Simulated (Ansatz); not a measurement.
CHClGeNO (`O=C=[N][GeH][Cl]`) radical, relaxed with UKS PBE0-D4/def2-TZVP in Ansatz from a PBE-D4/def2-SVP geometry. The force threshold is 0.005 eV/Å; the program also tests the step.

Charge 0, multiplicity 2.

Start:

```xyz
6

O     1.951   -0.851   -1.860
C     1.302   -0.535   -0.926
N     0.703   -0.180    0.078
Ge   -0.956   -0.146    0.894
Cl   -2.289    1.030   -0.393
H    -0.710    0.682    2.207
```

Task: How much energy does the relaxation release, and in how many steps? (Best estimate.)

Result: Computed: 5.74 kJ/mol, in 11 steps.

Task: Which bonds change most? (An estimate is asked.)

Result: Computed: Ge4–Cl5 from 2.194 to 2.157 Å; Ge4–H6 from 1.572 to 1.549 Å; N3–Ge4 from 1.849 to 1.830 Å; O1–C2 from 1.180 to 1.162 Å.

Task: Give the relaxed structure. (Best estimate.)

Result: Computed: 
```xyz
6

O     1.843   -0.843   -1.866
C     1.274   -0.517   -0.906
N     0.753   -0.158    0.120
Ge   -0.912   -0.133    0.879
Cl   -2.208    0.990   -0.428
H    -0.751    0.661    2.200
```
